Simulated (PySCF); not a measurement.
Compound: C2H6SiTe.
Cartesian coordinates in Å at the PBE0-D3(BJ)/def2-SVP level; atoms count from 1:
```xyz
10
C2H6SiTe angstrom
C      1.609    0.502   -0.169
C      1.427   -0.817   -0.235
Te    -0.370   -1.903    0.008
Si    -1.842    0.101    0.241
H      2.607    0.927   -0.320
H      0.804    1.215    0.033
H      2.273   -1.483   -0.437
H     -1.739    0.977   -0.964
H     -1.495    0.901    1.454
H     -3.226   -0.442    0.368
```

Level of theory: PBE0-D3(BJ)/def2-SVP geometry optimisation, gas phase, def2 core potentials past Kr in PySCF 2.14.0.

Which atoms are bound to Te3, and at what distances?

2 atoms: C2 2.114 Å, Si4 2.498 Å. The nearest atom not counted as bound is H7, at 2.71 Å.

What is the shape at Te3?

Bent: angle 95.7°.

What are the other bond lengths?

C1=C2 1.333 Å; C1–H5 1.095 Å; C1–H6 1.094 Å; C2–H7 1.096 Å; Si4–H8, Si4–H9, Si4–H10 1.493 Å.

Give some angles away from the centre.

C1–C2–Te3 128.3°.

What are the rotational constants (commonest isotopes, rigid rotor)?

A = 3006, B = 2775, C = 1468 MHz: an asymmetric top.

Point group: near Cs, missed by 0.21 Å at most; the miss may be what the optimiser left on a soft mode. Charge 0, singlet. PBE0-D3(BJ)/def2-SVP frequencies: not computed here.

One conformer stands for the species.
